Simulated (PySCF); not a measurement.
ReCl₃⁺: one-bond stretch

All numbers come from PySCF, UPBE0, basis Re def2-SVP with ECP60, Cl def2-SVP (scalar-relativistic core potentials, no spin–orbit coupling, density fitting).

Rigid scan from the quartet minimum (Re–Cl 2.180 Å (×3); Cl–Re–Cl 120.0° (×3)). Coordinate: the bond from Re to the last atom (Cl) scaled, the rest fixed. Energies in kJ/mol from the minimum.

Problem. Predict the curve at 0.92, 0.96, 1.00, 1.05, 1.12, 1.20, 1.35, 1.55, 1.80, 2.20.

Solution. 
```json
{"scale of one bond": "0.92", "E (kJ/mol)": "44.6", "dipole size (D, about the centre of mass)": "0.84", "⟨S²⟩": "3.77"}
{"scale of one bond": "0.96", "E (kJ/mol)": "9.7", "dipole size (D, about the centre of mass)": "0.41", "⟨S²⟩": "3.77"}
{"scale of one bond": "1.00", "E (kJ/mol)": "0.0", "dipole size (D, about the centre of mass)": "0.00", "⟨S²⟩": "3.77"}
{"scale of one bond": "1.05", "E (kJ/mol)": "11.4", "dipole size (D, about the centre of mass)": "0.48", "⟨S²⟩": "3.77"}
{"scale of one bond": "1.12", "E (kJ/mol)": "53.1", "dipole size (D, about the centre of mass)": "1.07", "⟨S²⟩": "3.78"}
{"scale of one bond": "1.20", "E (kJ/mol)": "117.4", "dipole size (D, about the centre of mass)": "1.60", "⟨S²⟩": "3.80"}
{"scale of one bond": "1.35", "E (kJ/mol)": "235.6", "dipole size (D, about the centre of mass)": "1.71", "⟨S²⟩": "4.03"}
{"scale of one bond": "1.55", "E (kJ/mol)": "318.0", "dipole size (D, about the centre of mass)": "–", "⟨S²⟩": "4.54"}
{"scale of one bond": "1.80", "E (kJ/mol)": "347.1", "dipole size (D, about the centre of mass)": "–", "⟨S²⟩": "4.73"}
{"scale of one bond": "2.20", "E (kJ/mol)": "355.5", "dipole size (D, about the centre of mass)": "–", "⟨S²⟩": "4.77"}
```

Spin contamination is strong at 1.35, 1.55, 1.80, 2.20, so these points are less reliable.

With open d or f shells other occupations or spin states may lie lower. Spin–orbit coupling, left out here, can matter for elements this heavy.
